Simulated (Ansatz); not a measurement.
Compare A (`SC1BO1`) with its isomer B (`OB1CS1`).

Isolated molecules relaxed with PBE0-D4/def2-TZVP in Ansatz; ΔE leaves out vibrations. CCSD(T)/CBS adds triple-zeta CCSD(T) − MP2 to the extrapolated MP2 energy (def2 sets, frozen cores). DFT in def2-TZVPP. B3LYP here is the variant with VWN-RPA as its local correlation; programs differ in this. One conformer a species, not always the lowest.

Question: Which isomer does CCSD(T)/CBS put lower? Give the gap. (Best estimate.)

Answer: Ansatz gave: B, by 184.6 kJ/mol.

Question: Give E(B) − E(A) in kJ/mol with B3LYP-D4, CCSD(T)/def2-TZVPP, PBE0-D4, LDA (SPW92), MP2/def2-TZVPP, B2PLYP, PBE-D4. (Estimate.)

Answer: The calculation gave: B3LYP-D4 -179.7, CCSD(T)/def2-TZVPP -184.1, PBE0-D4 -188.6, LDA (SPW92) -185.4, MP2/def2-TZVPP -191.7, B2PLYP -182.6, PBE-D4 -179.4. None reverses the order clearly.

Question: Does the order hold for the free energy at 298.15 K (harmonic terms from PBE0-D4)? (Best estimate.)

Answer: Computed: Yes: G(B) − G(A) = -171.9 kJ/mol, for one conformer each.

Largest T1 diagnostic: 0.016.

From PBE to PBE0 (25 % exact exchange), in def2-TZVPP and without D4, E(B) − E(A) moves by −9.2 kJ/mol. Leaving LDA and LC-ωPBE aside and taking each functional with its dispersion term where it has one, the values, not all of them listed here, spread over 22.5 kJ/mol, from r2SCAN0-D4 to BLYP-D4. LDA lies −6.0 kJ/mol from PBE without D4.
